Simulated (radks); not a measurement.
The potassium ion K12+, [He] 2s2 2p3. Method: non-relativistic Kohn-Sham, PBE, spin-polarised, spherical densities, point nucleus; computed with a radial shooting solver on a logarithmic mesh with Libxc functionals. Every spin shell is full or empty, so the densities are truly spherical. Functionals are evaluated on that one density, not self-consistently. Rank these exchange functionals by their error against the exact value of the orbitals, and give that value: LDA, PBEsol, revPBE, PW86, OPTX, WC, EV93, SCAN, MS2.

Answer. Exact: -22.0639 hartree. From best to worst, with 100 (|E| - |E exact|)/|E exact| (equal figures are ties): SCAN +0.02, MS2 +0.02, OPTX -0.05, PW86 +0.19, revPBE -0.26, EV93 +2.02, WC -2.31, PBEsol -4.29, LDA -9.74.
